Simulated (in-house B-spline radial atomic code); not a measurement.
Results of a calculation; reference values are marked as such.
## Ga in electron gases of falling density

A nucleus sits in a uniform electron gas with a rigid positive background. The Kohn-Sham equations are solved self-consistently in the spin-unpolarised LDA (PW92), non-relativistic, on B-splines with outgoing waves at the boundary and partial waves to l = 8. The model has no lattice, no bands and no magnetic solution. Atomic units; δ_l are the phase shifts at the Fermi level, counted so that each bound state adds π, and good to about 0.0005.

```json
{"r_s (bohr)": "1.5", "k_F": "1.2794", "δ0/π": "3.000", "δ1/π": "2.201", "δ2/π": "1.082", "shallowest bound level (hartree)": "s -0.02", "σ_tr (bohr²)": "5.44", "Q (a.u.)": "0.492"}
{"r_s (bohr)": "1.65", "k_F": "1.1631", "δ0/π": "3.051", "δ1/π": "2.231", "δ2/π": "1.079", "shallowest bound level (hartree)": "s -0.0257", "σ_tr (bohr²)": "7.43", "Q (a.u.)": "0.459"}
{"r_s (bohr)": "1.8", "k_F": "1.0662", "δ0/π": "3.097", "δ1/π": "2.256", "δ2/π": "1.073", "shallowest bound level (hartree)": "s -0.0308", "σ_tr (bohr²)": "9.96", "Q (a.u.)": "0.435"}
{"r_s (bohr)": "2", "k_F": "0.9596", "δ0/π": "3.152", "δ1/π": "2.283", "δ2/π": "1.064", "shallowest bound level (hartree)": "s -0.0373", "σ_tr (bohr²)": "14.10", "Q (a.u.)": "0.404"}
{"r_s (bohr)": "2.07", "k_F": "0.9271", "δ0/π": "3.170", "δ1/π": "2.290", "δ2/π": "1.060", "shallowest bound level (hartree)": "s -0.0394", "σ_tr (bohr²)": "15.73", "Q (a.u.)": "0.393"}
{"r_s (bohr)": "2.2", "k_F": "0.8723", "δ0/π": "3.201", "δ1/π": "2.303", "δ2/π": "1.053", "shallowest bound level (hartree)": "s -0.0433", "σ_tr (bohr²)": "19.01", "Q (a.u.)": "0.372"}
{"r_s (bohr)": "2.4", "k_F": "0.7996", "δ0/π": "3.245", "δ1/π": "2.319", "δ2/π": "1.043", "shallowest bound level (hartree)": "s -0.0492", "σ_tr (bohr²)": "24.62", "Q (a.u.)": "0.340"}
{"r_s (bohr)": "2.67", "k_F": "0.7188", "δ0/π": "3.297", "δ1/π": "2.335", "δ2/π": "1.030", "shallowest bound level (hartree)": "s -0.057", "σ_tr (bohr²)": "33.27", "Q (a.u.)": "0.300"}
{"r_s (bohr)": "3", "k_F": "0.6397", "δ0/π": "3.353", "δ1/π": "2.347", "δ2/π": "1.017", "shallowest bound level (hartree)": "s -0.0667", "σ_tr (bohr²)": "45.59", "Q (a.u.)": "0.258"}
{"r_s (bohr)": "3.3", "k_F": "0.5816", "δ0/π": "3.396", "δ1/π": "2.352", "δ2/π": "1.008", "shallowest bound level (hartree)": "s -0.0756", "σ_tr (bohr²)": "58.71", "Q (a.u.)": "0.227"}
{"r_s (bohr)": "3.6", "k_F": "0.5331", "δ0/π": "3.434", "δ1/π": "2.355", "δ2/π": "1.000", "shallowest bound level (hartree)": "s -0.0846", "σ_tr (bohr²)": "73.89", "Q (a.u.)": "0.202"}
{"r_s (bohr)": "4", "k_F": "0.4798", "δ0/π": "3.476", "δ1/π": "2.354", "δ2/π": "0.993", "shallowest bound level (hartree)": "s -0.0965", "σ_tr (bohr²)": "97.54", "Q (a.u.)": "0.175"}
```

Q = n k_F σ_tr, with n = 3/(4π r_s³).

Q: How does the screening charge move between partial waves as the gas thins?

A: By (2/π)(2l + 1) δ_l, at r_s = 1.5 it is s 6.00, p 13.21, d 10.82, f and beyond 0.97, and at r_s = 4 s 6.95, p 14.13, d 9.93, f and beyond -0.01. The free atom is [Ar] 3d10 4s2 4p1.

Q: What end-to-end powers of r_s do the first and last rows give for σ_tr and Q?

A: σ_tr goes as r_s^+2.94 and Q as r_s^-1.06. Since n k_F/k_F² goes as r_s⁻², Q = 4π n Σ/k_F would fall as r_s⁻² at fixed phase shifts; the sum Σ (l + 1) sin²(δ_l − δ_(l+1)) is 0.709 in the first row and 1.787 in the last, and ranges from 0.71 to 1.79 between them, so these powers are no law.
